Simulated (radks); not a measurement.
Species: Br XXVIII. Configuration: [He] 2s2 2p4 (the NIST ground configuration).

All-electron calculation, scalar-relativistic Kohn-Sham, PBE, spin-polarised, spherical densities, finite nucleus; open shells are filled with parallel spins first; Fermi nuclear charge, rms radius 4.1629 fm. Program: a radial shooting solver on a logarithmic mesh with Libxc functionals.

Energy parts (Ry):
total: -3964.84626
kinetic: 4071.17751
electron-nucleus: -8407.61548
Hartree: 466.39243
exchange-correlation: -94.80072

Orbitals (lengths in bohr, moments of r in powers of bohr; <r^-3> diverges for s and p1/2):
orbital  occ.  eigenvalue (Ry)       <r^4>     <r^2>  <1/r>  <r^-3>
1s up       1        -1096.448  0.00001543  0.002451  35.70       -
1s down     1        -1095.476  0.00001538  0.002446  35.72       -
2s up       1        -231.1282    0.002526   0.03880  8.255       -
2s down     1        -229.4995    0.002560   0.03904  8.221       -
2p up       3        -218.8120    0.001725   0.02992  8.059    1494
2p down     1        -216.8485    0.001758   0.03017  8.034    1485

The highest occupied level is 2p down at -2950.4 eV. The electron density at the nucleus is 4.473e+04 e/bohr^3 (large components only). Spin moment in Bohr magnetons: 2. The density falls to 0.001 e/bohr^3 at r = 0.63 bohr. The spin density at the nucleus is -7.00 e/bohr^3 (1s -27.37, 2s 20.36). For comparison, the ionisation energy in NIST's Atomic Spectra Database is 3021 eV (semi-empirical). In exact Kohn-Sham theory the highest level is minus the ionisation energy, but local and semilocal functionals leave it too shallow, through self-interaction and a potential that decays too fast; potentials with the right tail come closer.
